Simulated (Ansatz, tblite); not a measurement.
Isomers of Ta5⁻ (singlet), found by a short tight-binding search and relaxed with r2SCAN-D4/def2-SVPD in Ansatz.

In the def2 sets Ta takes a core potential; there is no spin–orbit coupling. The xTB rows come from tblite.

Run but left out: GFN2-xTB (tight binding far off the other levels); HF/def2-TZVPD, MP2/def2-TZVPD (A: restricted singlet, unstable towards broken spin symmetry).

A: The restricted singlet is unstable towards broken spin symmetry in Hartree–Fock (as tested in another run); at LDA (SPW92)/def2-TZVPD, PBE-D4/def2-TZVPD, r2SCAN-D4/def2-TZVPD, B97M-V/def2-TZVPD and others this wasn't settled. At LDA (SPW92)/def2-TZVPD, PBE-D4/def2-TZVPD, r2SCAN-D4/def2-TZVPD, B97M-V/def2-TZVPD the highest occupied level of the charge -1 singlet lies above zero (up to 0.44 eV). The electron is either unbound and held by the finite basis, or the level is raised by self-interaction error. B: The restricted singlet is unstable towards broken spin symmetry in Hartree–Fock (as tested in another run); at LDA (SPW92)/def2-TZVPD, PBE-D4/def2-TZVPD, r2SCAN-D4/def2-TZVPD, B97M-V/def2-TZVPD and others this wasn't settled. At LDA (SPW92)/def2-TZVPD, PBE-D4/def2-TZVPD, r2SCAN-D4/def2-TZVPD, B97M-V/def2-TZVPD the highest occupied level of the charge -1 singlet lies above zero (up to 0.25 eV). The electron is either unbound and held by the finite basis, or the level is raised by self-interaction error.

Other spin states weren't relaxed.

A:

Cartesian coordinates in Å:
```
Ta 1.0793 -1.1941 0.0285
Ta -1.5511 -0.3234 -0.2848
Ta 0.3009 0.2267 -1.8970
Ta -0.3010 -0.2268 1.8969
Ta 0.4719 1.5177 0.2563
```

B:

Cartesian coordinates in Å:
```
Ta -1.274 -1.558 1.462
Ta 0.463 -0.088 1.752
Ta 1.308 1.236 -0.232
Ta -0.818 -0.529 -0.702
Ta 0.321 0.939 -2.281
```

**Question.** Estimate which lies lowest at each level, and how far above it the others are (kcal/mol).

**Answer.** 
```
                 level    A     B
              GFN1-xTB  0.0  73.7
LDA (SPW92)/def2-TZVPD  0.0  68.2
     PBE-D4/def2-TZVPD  0.0  63.8
  r2SCAN-D4/def2-TZVPD  0.0  65.5
     B97M-V/def2-TZVPD  0.0  71.6
    PBE0-D4/def2-TZVPD  0.0  65.0
```
Point groups (tolerance 0.1 Å): A D3h, B C2v. Lower isomers may exist.
